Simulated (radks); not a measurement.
Polarisability of neutral vanadium, [Ar] 3d3 4s2, at imaginary frequency. Method: scalar-relativistic Kohn-Sham, LDA (Slater exchange, Perdew-Wang correlation), spin-polarised, spherical densities, finite nucleus; open shells are filled with parallel spins first; Fermi nuclear charge, rms radius 3.6002 fm; computed with a radial shooting solver on a logarithmic mesh with Libxc functionals. Response by self-consistent Sternheimer equations with the Hartree and adiabatic LDA kernel, the relativistic mass of each level held fixed and spin-orbit coupling left out.

| w (hartree) | alpha1(iw) (bohr^3) |
|---|---|
| 0.00266 | 82.69 |
| 0.0143 | 82.01 |
| 0.0360 | 78.44 |
| 0.0697 | 69.01 |
| 0.118 | 53.52 |
| 0.186 | 36.50 |
| 0.280 | 22.77 |
| 0.413 | 13.64 |
| 0.605 | 8.092 |
| 0.892 | 4.784 |
| 1.35 | 2.761 |
| 2.12 | 1.473 |
| 3.59 | 0.6648 |
| 6.94 | 0.2249 |
| 17.5 | 0.04621 |

Static values: alpha1 = 82.71 bohr^3 (12.26 angstrom^3; uncoupled 155.2). C6 = 865.5, triple-dipole C9 = 51540 atomic units. One-pole (London) frequency 4 C6 / (3 alpha1^2) = 0.169 hartree, against 0.163 for minus the highest occupied eigenvalue. Recommended static value: 87 bohr^3 (Schwerdtfeger and Nagle, 2023 table).
